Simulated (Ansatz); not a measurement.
`C[SiH](Cl)CCl` + `CC(=N)BO` → `C/N=C(\C)BO` + `ClC[SiH2]Cl`  (substitution at a C–Si bond)

Computed with Ansatz on PBE0-D4/def2-TZVP structures; ΔE is electronic, products minus reactants. CCSD(T)/CBS is the MP2 limit (def2-TZVPP, def2-QZVPP) plus CCSD(T) − MP2 in def2-TZVPP, frozen cores. Functionals use def2-TZVPP. B3LYP here is the variant with VWN-RPA as its local correlation; programs differ in this. Each species was taken in one conformer, which may not be the lowest.

```tsv
level	ΔE (kJ/mol)	difference from CCSD(T)/CBS
PBE-D4	72.6	-4.4
r2SCAN-D4	76.3	-0.7
PBE0-D4	75.5	-1.5
B3LYP-D4	74.0	-3.0
ωB97X-V	74.5	-2.5
ωB97M-V	78.6	1.6
B2PLYP	74.0	-3.0
PBE	71.3	-5.7
r2SCAN	76.0	-1.0
PBE0	74.2	-2.8
B3LYP	71.9	-5.1
HF/def2-TZVPP	75.4	-1.6
MP2/def2-TZVPP	76.9	-0.1
SCS-MP2/def2-TZVPP	74.0	-3.0
CCSD/def2-TZVPP	76.5	-0.5
CCSD(T)/def2-TZVPP	75.6	-1.4
HF/def2-QZVPP	75.2	-1.8
MP2/def2-QZVPP	77.6	0.6
SCS-MP2/def2-QZVPP	74.9	-2.1
HF/CBS(def2)	75.2	-1.8
MP2/CBS(def2)	78.3	1.3
CCSD/CBS(def2)	77.9	0.9
CCSD(T)/CBS	77.0	0
```

Largest T1 diagnostic among the species: 0.013.
